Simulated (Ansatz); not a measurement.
Species, as SMILES: [AlH] (AlH) (closed-shell singlet).
Atoms: Al1, H2. Bonds: Al1-H2.

Basis-set convergence of the highest harmonic wavenumber at PBE with Ansatz (a quantum-chemistry and plane-wave program). Each level at its own minimum, finite differences of forces, unscaled; the reference is a large set that could be run, not a limit. Cartesian d functions, on some or all atoms, in 6-31+G*, 6-311+G**; all else is spherical. The program fits the integrals of some runs and decomposes those of others, by size. Core-valence sets carry the plain set on hydrogen. No added dispersion term, no relativity. Reference: the value in aug-pcseg-3, 1588 cm⁻¹, itself unsure by roughly 3 cm⁻¹ (its mean distance from aug-cc-pV(Q+d)Z, def2-QZVPPD, pcseg-3). Deviations are taken from unrounded values. Cost is core time over that of jun-cc-pV(T+d)Z, rough, on shared machines of one kind; a dash marks a row that isn't timed (too short, read off another run, short of memory, by another algorithm or on other hardware).

```csv
basis,functions,highest harmonic wavenumber (cm⁻¹),minus reference (cm⁻¹),cost
6-31G,15,1518,-70,-
pcseg-1,23,1582,-6,0.6×
6-31+G*,25,1591,3,-
def2-SVPD,32,1594,6,-
6-311+G**,37,1589,1,0.6×
aug-cc-pV(D+d)Z,41,1574,-14,0.7×
"6-311++G(2d,2p)",45,1587,-1,0.7×
cc-pV(T+d)Z,53,1582,-6,0.6×
jun-cc-pV(T+d)Z,62,1580,-8,1×
def2-TZVPPD,65,1584,-4,0.9×
cc-pCVTZ,73,1582,-6,0.6×
cc-pV(Q+d)Z,94,1597,9,2×
aug-cc-pV(Q+d)Z,135,1596,8,4×
```

The smallest set listed that lies within 50 cm⁻¹ of the reference with all its larger relatives (same family, alike in diffuse functions; a set with none counts only in the reference's own line) is pcseg-1 (23 functions, 0.6× in cost, -6 cm⁻¹ off). Inside, with no larger relative to test it: cc-pCVTZ. (Relatives not listed, tested too: pcseg-2 0, def2-TZVPD -1, 6-311++G(3df,3pd) 0, aug-cc-pV(T+d)Z -10, pcseg-3 -1, def2-QZVPPD 1 cm⁻¹.)
